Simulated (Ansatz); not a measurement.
`F[B-]1(Cl)OC=CC=[O+]1`, one more setting.

```yaml
crystal:
  periodic: [false, false, false]
  atoms:
    - {symbol: F, position_ang: [-1.209520, -2.298003, -0.554607]}
    - {symbol: B, position_ang: [-0.588146, -1.127135, -0.778494]}
    - {symbol: Cl, position_ang: [-0.361490, -0.704368, -2.546062]}
    - {symbol: O, position_ang: [-1.387362, -0.018971, -0.134860]}
    - {symbol: C, position_ang: [-0.810717, 0.967401, 0.424253]}
    - {symbol: C, position_ang: [0.549810, 1.021851, 0.667221]}
    - {symbol: C, position_ang: [1.268273, -0.135369, 0.427049]}
    - {symbol: O, position_ang: [0.776200, -1.166609, -0.131935]}
    - {symbol: H, position_ang: [-1.476357, 1.767683, 0.746196]}
    - {symbol: H, position_ang: [1.001118, 1.873904, 1.150572]}
    - {symbol: H, position_ang: [2.303490, -0.237285, 0.751268]}
basis:
  gaussian: {orbitals: "6-31G*"}
hamiltonian: {xc: {name: PBEsol}, dispersion: d4}
```

```sh
$ ansatz run in.yaml --threads 4 --pin off --events-out ev --progress --plain --max-ram 11315MiB
```

Shortened log:

```
Functional definition: PBEsol
  name "PBEsol"
  cite "Perdew et al., Phys. Rev. Lett. 100, 136406 (2008) doi:10.1103/PhysRevLett.100.136406"
  cite "Perdew, Burke & Ernzerhof, Phys. Rev. Lett. 77, 3865 (1996) doi:10.1103/PhysRevLett.77.3865"
  parent pbesol
  exchange = pbesol_x
  correlation = pbesol_c
1383 factors; their error is unknown
mean field evaluation 1: about -23093.7810 eV, gradient 5.6e1 eV
mean field evaluation 2: about -23086.9794 eV, gradient 8.4e1 eV
mean field evaluation 4: about -23099.7020 eV, gradient 6.5e0 eV
mean field evaluation 8: about -23099.7891 eV, gradient 1.6e-1 eV
mean field evaluation 16: about -23099.6907 eV, gradient 2.4e-4 eV
mean field -23099.69066557 eV, -848.8979744272 hartree, gradient 2.9e-5 eV, S^2 0.000000; 0 other end points of the search recorded, 0 dependent functions left out
reference -23099.69069041 eV, -848.8979753399 hartree; 34, 34 occupied and 96, 96 virtual orbitals, 1383 factors
Total energy: -23099.79869891 eV, -848.9019445789 hartree
```

Run time 1.6 s (4 threads of an Arm Neoverse V2 on a shared host); peak host memory 0.17 GiB.
